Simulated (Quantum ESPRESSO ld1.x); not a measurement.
Task: Species: Co III. Configuration: [Ar] 3d6 4p1 (not the ground configuration). Calculated with ld1.x of Quantum ESPRESSO 7.5: Dirac Kohn-Sham, BLYP, spin-unpolarised, spherical densities, point nucleus; open shells fill j = l - 1/2 first. Some entries of the table are withheld. Estimate them.

| orbital | occ. | eigenvalue (eV) | r(max) (bohr) |
|---|---|---|---|
| 1s1/2 | 2 | -7621.92 | 0.03678 |
| 2s1/2 | 2 | -927.398 | 0.2132 |
| 2p1/2 | 2 | -808.464 | 0.1702 |
| 2p3/2 | 4 | -793.630 | 0.1728 |
| 3s1/2 | 2 | -129.808 | 0.6669 |
| 3p1/2 | 2 | -94.2096 | (1) |
| 3p3/2 | 4 | -92.3102 | (2) |
| 3d3/2 | 4 | (3) | 0.6527 |
| 3d5/2 | 2 | (4) | 0.6552 |
| 4p1/2 | 1 | -17.2982 | 2.340 |
| 4p3/2 | 0 | -17.1349 | 2.363 |

Result: 
(1) 3p1/2 r(max) (bohr): 0.6705
(2) 3p3/2 r(max) (bohr): 0.6779
(3) 3d3/2 eigenvalue (eV): -34.7469
(4) 3d5/2 eigenvalue (eV): -34.5286
